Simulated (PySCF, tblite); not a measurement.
**Question.** What does the GFN2-xTB structure of InChI=1S/C5H8FOP/c1-7-5-3-8-2-4(5)6/h8H,2-3H2,1H3 look like in three dimensions?

**Answer.** 
Z-matrix in Å and degrees, rows numbered from 1:
```
C 
O   1  1.4124
C   2  1.3546  1  117.83
C   3  1.3319  2  131.55  1    -1.33
F   4  1.3621  3  125.77  2     1.00
C   4  1.4965  3  118.15  2   178.33
P   6  1.8646  4  104.77  3    16.75
C   3  1.5057  2  114.35  1   177.31
H   1  1.0883  2  105.68  3  -179.77
H   1  1.0931  2  111.33  3    61.25
H   1  1.0930  2  111.30  3   -60.77
H   6  1.0962  4  111.07  3  -102.33
H   6  1.0923  4  112.18  3   137.41
H   7  1.4043  6   93.89  4    72.70
H   8  1.0950  3  110.13  2   -75.99
H   8  1.0911  3  111.55  2    43.14
```

P7 (phosphine phosphorus) is pyramidal (angles 93.9°, 93.8° and 90.6°, sum 278.3°, 0.91 Å off the plane of its three neighbours). The 5-membered ring C3–C4–C6–P7–C8 has internal angles of 90.6° to 118.1° (sum 534°, against 540° for a flat polygon); it is puckered, 0.13 Å rms from its mean plane, widest ring torsion 22°. The C–C distances run from 1.332 Å (C3=C4, drawn double) to 1.506 Å (C3–C8, drawn single), a spread of 0.174 Å. The 2 C–O bonds span 1.355 Å (O2–C3, drawn single) to 1.412 Å (C1–O2, drawn single), a spread of 0.057 Å.

Computed geometry: GFN2-xTB, gas phase.

Point group: C1 (no symmetry element, even within 0.4 Å). Its GFN2-xTB frequencies are all real (lowest 72 cm⁻¹). The numbers are those of one conformer (C1–O2–C3–C4 -1°, C3–C4–C6–P7 17°, C4–C6–P7–C8 -21°, C6–P7–C8–C3 22°, O2–C3–C8–P7 165°).
